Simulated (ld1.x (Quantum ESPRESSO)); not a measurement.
**BLYP TM semilocal dataset for Zr, scalar-relativistic all-electron reference.**

Input for ld1.x (Quantum ESPRESSO) 7.5:

```
&input
   title='Zr', zed=40., rel=1, dft='BLYP', iswitch=3,
   config='[Kr] 4d2 5s2 5p0',
   nld=3, rlderiv=3.65, eminld=-2.0, emaxld=5.0, deld=0.02
 /
 &inputp
   pseudotype=1, tm=.true., lloc=1,
   nlcc=.true., new_core_ps=.true., rcore=1.60,
   file_pseudopw='Zr.pp', file_wfcaegen='ae.wfc', file_wfcncgen='nc.wfc'
 /
3
5S  1  0   2.00   0.00  2.55  2.55  0.0
4D  3  2   2.00   0.00  1.60  1.60  0.0
5P  2  1   0.00   0.00  3.35  3.35  0.0
 &test
   configts(1)='4d2 5s2 5p0'
 /
```

Command:

```bash
ld1.x < Zr.in > Zr.out
```

The program printed (shortened: banner, matrices, multipoles, cross overlaps and the repeated all-electron block are left out):

```
Program LD1 v.7.5
     --------------------------- All-electron run ----------------------------

     Zr
     scalar relativistic calculation

     atomic number is 40.00
     dft =BLYP   lsd =0 sic =0 latt =0  beta=0.20 tr2=1.0E-14
     Exchange-correlation= BLYP
                           (   1   3   1   3   0   0   0)
     mesh =1225 r(mesh) = 100.59681 a.u. xmin = -7.00 dx = 0.01250
     1 Ry =  13.60569312 eV, c = 137.03599908

     n l     nl                  e(Ry)          e(Ha)          e(eV)
     1 0     1S 1( 2.00)     -1310.3778      -655.1889    -17828.5985
     2 0     2S 1( 2.00)      -181.5530       -90.7765     -2470.1550
     2 1     2P 1( 6.00)      -161.9210       -80.9605     -2203.0469
     3 0     3S 1( 2.00)       -29.7190       -14.8595      -404.3470
     3 1     3P 1( 6.00)       -23.3258       -11.6629      -317.3643
     4 0     4S 1( 2.00)        -3.9906        -1.9953       -54.2946
     4 1     4P 1( 6.00)        -2.3689        -1.1845       -32.2310
     3 2     3D 1(10.00)       -12.8275        -6.4138      -174.5272
     4 2     4D 1( 2.00)        -0.2518        -0.1259        -3.4254
     5 0     5S 1( 2.00)        -0.3161        -0.1580        -4.3002
     5 1     5P 1( 0.00)        -0.0987        -0.0493        -1.3423

     final scf error:  1.1E-15 reached in  29 iterations

     Etot =   -7198.090096 Ry,   -3599.045048 Ha,  -97935.004919 eV

     Ekin =    7401.587610 Ry,    3700.793805 Ha,  100703.729646 eV
     Encl =  -17330.964616 Ry,   -8665.482308 Ha, -235799.786092 eV
     Eh   =    2960.095531 Ry,    1480.047766 Ha,   40274.151415 eV
     Exc  =    -228.808622 Ry,    -114.404311 Ha,   -3113.099888 eV

     normalization and overlap integrals

     s(1S/1S) =  1.000000  <r> =   0.0371  <r2> =    0.0019  r(max) =   0.0241
     s(2S/2S) =  1.000000  <r> =   0.1626  <r2> =    0.0312  r(max) =   0.1368
     s(2P/2P) =  1.000000  <r> =   0.1417  <r2> =    0.0245  r(max) =   0.1093
     s(3S/3S) =  1.000000  <r> =   0.4586  <r2> =    0.2412  r(max) =   0.4060
     s(3P/3P) =  1.000000  <r> =   0.4623  <r2> =    0.2491  r(max) =   0.4010
     s(4S/4S) =  1.000000  <r> =   1.2118  <r2> =    1.6668  r(max) =   1.0764
     s(4P/4P) =  1.000000  <r> =   1.3690  <r2> =    2.1542  r(max) =   1.1748
     s(3D/3D) =  1.000000  <r> =   0.4527  <r2> =    0.2479  r(max) =   0.3451
     s(4D/4D) =  1.000000  <r> =   2.3053  <r2> =    6.6797  r(max) =   1.6058
     s(5S/5S) =  1.000000  <r> =   3.7286  <r2> =   15.9301  r(max) =   3.1147
     s(5P/5P) =  1.000000  <r> =   5.2946  <r2> =   32.8740  r(max) =   4.2044

     ------------------------ End of All-electron run ------------------------

     --------------------- Generating NC pseudopotential ---------------------

      Generating local pot.: lloc=1, matching radius rcloc =   3.3500

      Computing core charge for nlcc:

       r > 1.61 : true rho core
      Core charge pseudized with two Bessel functions
      Integrated core pseudo-charge :  11.77

      Wfc   5S  rcut= 2.550  Using Troullier-Martins method

      Wfc   4D  rcut= 1.586  Using Troullier-Martins method

     ------------------- End of pseudopotential generation -------------------

     Computing logarithmic derivative in   3.64148
     Computing logarithmic derivative in   3.64148
     Computing the partial wave expansion
     R is outside the sphere for l=    0 j= 0.00
       no projector for channel:   1
     R is outside the sphere for l=    2 j= 0.00

     ---------------------- Testing the pseudopotential ----------------------

     Zr
     scalar relativistic calculation

     atomic number is 40.00   valence charge is  4.00
     dft =BLYP   lsd =0 sic =0 latt =0  beta=0.20 tr2=1.0E-14
     mesh =1225 r(mesh) = 100.59681 xmin = -7.00 dx = 0.01250

     n l     nl             e AE (Ry)        e PS (Ry)    De AE-PS (Ry)
     3 2     4D   1( 2.00)       -0.25176       -0.25175       -0.00001
     1 0     5S   1( 2.00)       -0.31606       -0.31606       -0.00000
     2 1     5P   1( 0.00)       -0.09866       -0.09866        0.00000

     eps = 3.9E-16  iter =  5

     Etot =   -7198.090096 Ry,   -3599.045048 Ha,  -97935.004919 eV
     Etotps =   -21.941961 Ry,     -10.970980 Ha,    -298.535584 eV

     Ekin =       5.749068 Ry,       2.874534 Ha,      78.220049 eV
     Encl =      -8.425705 Ry,      -4.212853 Ha,    -114.637561 eV
     Ehrt =       4.819349 Ry,       2.409674 Ha,      65.570579 eV
     Ecxc =     -18.822043 Ry,      -9.411022 Ha,    -256.086942 eV
     (Ecc =     -16.214040 Ry,      -8.107020 Ha,    -220.603256 eV)
     Epseu=      -5.262628 Ry,      -2.631314 Ha,     -71.601708 eV

     ---------------------- End of pseudopotential test ----------------------
```

Generation and configuration tests took about 4.4 s on one core of a shared server CPU.

Transferability test of the new file with ld1.x, input:

```
&input
   title='Zr', zed=40., rel=1, dft='BLYP', iswitch=2,
   config='[Kr] 4d2 5s2 5p0'
 /
 &test
   file_pseudo='Zr.pp', nconf=8,
   configts(1)='4d2 5s2 5p0',
   configts(2)='4d2 5s1 5p0',
   configts(3)='4d2 5s0 5p0',
   configts(4)='4d1 5s0 5p0',
   configts(5)='4d2 5s0 5p2',
   configts(6)='4d2 5s1.5 5p0',
   configts(7)='4d2 5s0 5p1',
   configts(8)='4d2 5s1 5p1'
 /
```

```bash
ld1.x < Zr.test.in > Zr.test.out
```

Pseudopotential blocks of its output, shortened (energy terms left out):

```
     ---------------------- Testing the pseudopotential ----------------------

     n l     nl             e AE (Ry)        e PS (Ry)    De AE-PS (Ry)
     3 2     4D   1( 2.00)       -0.25176       -0.25175       -0.00001
     1 0     5S   1( 2.00)       -0.31606       -0.31606       -0.00000
     2 1     5P   1( 0.00)       -0.09866       -0.09866        0.00000

     eps = 5.5E-15  iter = 19

     Etot =   -7198.090096 Ry,   -3599.045048 Ha,  -97935.004919 eV
     Etotps =   -21.941961 Ry,     -10.970980 Ha,    -298.535587 eV

     ---------------------- End of pseudopotential test ----------------------

          ---------------------- Testing the pseudopotential ----------------------

     n l     nl             e AE (Ry)        e PS (Ry)    De AE-PS (Ry)
     3 2     4D   1( 2.00)       -0.72480       -0.72319       -0.00160
     1 0     5S   1( 1.00)       -0.73128       -0.73178        0.00050
     2 1     5P   1( 0.00)       -0.45935       -0.45990        0.00055

     eps = 2.3E-15  iter =  7

     Etot =   -7197.571135 Ry,   -3598.785567 Ha,  -97927.944089 eV
     Etotps =   -21.422748 Ry,     -10.711374 Ha,    -291.471329 eV
     dEtot_ae =       0.518961 Ry
     dEtot_ps =       0.519213 Ry,   Delta E=      -0.000252 Ry

     ---------------------- End of pseudopotential test ----------------------

          ---------------------- Testing the pseudopotential ----------------------

     n l     nl             e AE (Ry)        e PS (Ry)    De AE-PS (Ry)
     3 2     4D   1( 2.00)       -1.26785       -1.26812        0.00026
     1 0     5S   1( 0.00)       -1.19314       -1.19655        0.00340
     2 1     5P   1( 0.00)       -0.86994       -0.87339        0.00345

     eps = 5.0E-17  iter =  7

     Etot =   -7196.612266 Ry,   -3598.306133 Ha,  -97914.898021 eV
     Etotps =   -20.462190 Ry,     -10.231095 Ha,    -278.402280 eV
     dEtot_ae =       1.477830 Ry
     dEtot_ps =       1.479771 Ry,   Delta E=      -0.001941 Ry

     ---------------------- End of pseudopotential test ----------------------

          ---------------------- Testing the pseudopotential ----------------------

     n l     nl             e AE (Ry)        e PS (Ry)    De AE-PS (Ry)
     3 2     4D   1( 1.00)       -2.06758       -2.10287        0.03529  !
     1 0     5S   1( 0.00)       -1.80612       -1.82583        0.01971  !
     2 1     5P   1( 0.00)       -1.41434       -1.42758        0.01323  !

     eps = 1.5E-17  iter =  7

     Etot =   -7194.953834 Ry,   -3597.476917 Ha,  -97892.333900 eV
     Etotps =   -18.788394 Ry,      -9.394197 Ha,    -255.629117 eV
     dEtot_ae =       3.136262 Ry
     dEtot_ps =       3.153567 Ry,   Delta E=      -0.017305 Ry

     ---------------------- End of pseudopotential test ----------------------

          ---------------------- Testing the pseudopotential ----------------------

     n l     nl             e AE (Ry)        e PS (Ry)    De AE-PS (Ry)
     3 2     4D   1( 2.00)       -0.40148       -0.40430        0.00282
     1 0     5S   1( 0.00)       -0.41836       -0.41877        0.00041
     2 1     5P   1( 2.00)       -0.17307       -0.17271       -0.00036

     eps = 4.1E-15  iter = 21

     Etot =   -7197.626516 Ry,   -3598.813258 Ha,  -97928.697587 eV
     Etotps =   -21.477706 Ry,     -10.738853 Ha,    -292.219072 eV
     dEtot_ae =       0.463580 Ry
     dEtot_ps =       0.464255 Ry,   Delta E=      -0.000675 Ry

     ---------------------- End of pseudopotential test ----------------------

          ---------------------- Testing the pseudopotential ----------------------

     n l     nl             e AE (Ry)        e PS (Ry)    De AE-PS (Ry)
     3 2     4D   1( 2.00)       -0.47835       -0.47740       -0.00094
     1 0     5S   1( 1.50)       -0.51671       -0.51686        0.00015
     2 1     5P   1( 0.00)       -0.27092       -0.27109        0.00017

     eps = 1.4E-15  iter =  9

     Etot =   -7197.882573 Ry,   -3598.941287 Ha,  -97932.181425 eV
     Etotps =   -21.734373 Ry,     -10.867187 Ha,    -295.711210 eV
     dEtot_ae =       0.207523 Ry
     dEtot_ps =       0.207588 Ry,   Delta E=      -0.000065 Ry

     ---------------------- End of pseudopotential test ----------------------

          ---------------------- Testing the pseudopotential ----------------------

     n l     nl             e AE (Ry)        e PS (Ry)    De AE-PS (Ry)
     3 2     4D   1( 2.00)       -0.79640       -0.79711        0.00071
     1 0     5S   1( 0.00)       -0.78031       -0.78097        0.00066
     2 1     5P   1( 1.00)       -0.49980       -0.49993        0.00013

     eps = 2.0E-16  iter =  7

     Etot =   -7197.295031 Ry,   -3598.647516 Ha,  -97924.187510 eV
     Etotps =   -21.146402 Ry,     -10.573201 Ha,    -287.711459 eV
     dEtot_ae =       0.795065 Ry
     dEtot_ps =       0.795559 Ry,   Delta E=      -0.000494 Ry

     ---------------------- End of pseudopotential test ----------------------

          ---------------------- Testing the pseudopotential ----------------------

     n l     nl             e AE (Ry)        e PS (Ry)    De AE-PS (Ry)
     3 2     4D   1( 2.00)       -0.33098       -0.33188        0.00090
     1 0     5S   1( 1.00)       -0.37145       -0.37155        0.00010
     2 1     5P   1( 1.00)       -0.13935       -0.13917       -0.00018

     eps = 5.9E-15  iter = 12

     Etot =   -7197.865349 Ry,   -3598.932674 Ha,  -97931.947074 eV
     Etotps =   -21.717066 Ry,     -10.858533 Ha,    -295.475730 eV
     dEtot_ae =       0.224747 Ry
     dEtot_ps =       0.224895 Ry,   Delta E=      -0.000148 Ry

     ---------------------- End of pseudopotential test ----------------------
```
